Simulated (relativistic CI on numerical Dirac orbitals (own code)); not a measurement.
## F I: computed level list

Calculated at this level of theory: Dirac-Coulomb-Breit CI, orbitals from a KLI potential per configuration, model QED, valence Slater integrals scaled by 0.85, P86 correlation estimate, and configurations built on the next ion tied to the tabulated ionisation energy (semi-empirical) (own radial code, finite nucleus).

Configurations in the expansion (outside the closed core 1s2): 2s2.2p5, 2s2.2p4.3s, 2s2.2p4.3p, 2s2.2p4.3d, 2s2.2p4.4s, 2s.2p6, 2s2.2p4.4p, 2s2.2p4.4d, 2s2.2p4.4f. Levels of other configurations are missing.

The lowest level is 2s2.2p5 2P°_3/2, with 100 % of that term; Hund's rules for 2s2.2p5 give 2P° with J = 3/2, in agreement.

| No. | Configuration | Term | J | E (cm⁻¹) | % | Lifetime (s) |
| --- | --- | --- | --- | --- | --- | --- |
| 1 | 2s2.2p5 | 2P° | 3/2 | 0.0 | 100 |  |
| 2 | 2s2.2p5 | 2P° | 1/2 | 391.1 | 100 | 9.30e+02 |
| 3 | 2p4(3P).3s | 4P | 5/2 | 102287.5 | 100 | 3.57e-05 |
| 4 | 2p4(3P).3s | 4P | 3/2 | 102558.9 | 100 | 3.49e-07 |
| 5 | 2p4(3P).3s | 4P | 1/2 | 102718.4 | 100 | 1.31e-06 |
| 6 | 2p4(3P).3s | 2P | 3/2 | 104484.1 | 99 | 1.45e-09 |
| 7 | 2p4(3P).3s | 2P | 1/2 | 104806.1 | 100 | 1.45e-09 |
| 8 | 2p4(3P).3p | 4P° | 5/2 | 115542.5 | 97 | 2.53e-08 |
| 9 | 2p4(3P).3p | 4P° | 3/2 | 115662.1 | 97 | 2.52e-08 |
| 10 | 2p4(3P).3p | 4P° | 1/2 | 115768.8 | 99 | 2.53e-08 |
| 11 | 2p4(3P).3p | 4D° | 7/2 | 116202.3 | 100 | 2.25e-08 |
| 12 | 2p4(3P).3p | 4D° | 5/2 | 116377.0 | 89 | 2.31e-08 |
| 13 | 2p4(3P).3p | 4D° | 3/2 | 116523.4 | 95 | 2.27e-08 |
| 14 | 2p4(3P).3p | 4D° | 1/2 | 116605.3 | 99 | 2.25e-08 |
| 15 | 2p4(3P).3p | 2D° | 5/2 | 116775.2 | 90 | 2.90e-08 |
| 16 | 2p4(3P).3p | 2D° | 3/2 | 117020.0 | 96 | 2.95e-08 |
| 17 | 2p4(3P).3p | 2S° | 1/2 | 117385.8 | 97 | 2.73e-08 |
| 18 | 2p4(3P).3p | 4S° | 3/2 | 117416.5 | 98 | 1.95e-08 |
| 19 | 2p4(3P).3p | 2P° | 3/2 | 118406.4 | 97 | 2.07e-08 |
| 20 | 2p4(3P).3p | 2P° | 1/2 | 118534.7 | 96 | 2.10e-08 |
| 21 | 2p4(1D).3s | 2D | 5/2 | 122183.9 | 100 | 3.96e-09 |
| 22 | 2p4(1D).3s | 2D | 3/2 | 122185.6 | 100 | 3.97e-09 |
| 23 | 2p4(3P).4s | 4P | 5/2 | 125645.8 | 100 |  |
| 24 | 2p4(3P).4s | 4P | 3/2 | 125890.6 | 93 | 1.99e-08 |
| 25 | 2p4(3P).4s | 4P | 1/2 | 126071.3 | 98 | 2.85e-08 |
| 26 | 2p4(3P).4s | 2P | 3/2 | 126371.3 | 92 | 3.64e-09 |
| 27 | 2p4(3P).4s | 2P | 1/2 | 126672.4 | 98 | 3.40e-09 |
| 28 | 2p4(3P).3d | 4D | 7/2 | 127259.8 | 83 | 2.00e-08 |
| 29 | 2p4(3P).3d | 4D | 5/2 | 127281.5 | 77 | 1.87e-08 |
| 30 | 2p4(3P).3d | 4D | 3/2 | 127316.6 | 67 | 1.57e-08 |

Energies count from the lowest computed level; ° marks odd parity; lifetimes are radiative, by E1, M1, E2, M2, E3 decay to levels of this space only; some are left blank where a channel outside the calculation adds to the decay or the decay crosses a small, uncertain gap. Percentages are summed over parent terms; the parents shown are those of the largest component, closed shells are left out there.

The mean weight of the leading LS term, summed over parents, in these 30 levels is 95 %, and that of the leading jj configuration (from the same eigenvectors) 58 %, so LS coupling describes them better.

Configurations that consist of the next ion and one excited electron were tied to the tabulated ionisation energy; Rydberg ones are usually within 1,000 to 3,000 cm⁻¹ and the lowest ones within about 6,000 (9,000 in d shells), while levels on excited terms of the next ion carry the error of that term, and the other configurations can be misplaced by 10,000 cm⁻¹ or more. Rates follow the energies as ν³ (E1, M1) or ν⁵ (E2), so rates, branching and lifetimes can be off by large factors. The fine structure of a lone outer electron comes out too small, for d and f at times inverted, and misplaced configurations move strength between like terms. 17 of the 19 excited levels that our extract of the measured tables holds in this range could be paired (the sources list more); they are missed by 466 cm⁻¹ on average and 853 at most, and levels without a partner can miss by more.

LS names give the leading component of a level, which can be under half, so a name can repeat, a term be missing and a line seem to break the LS rules.
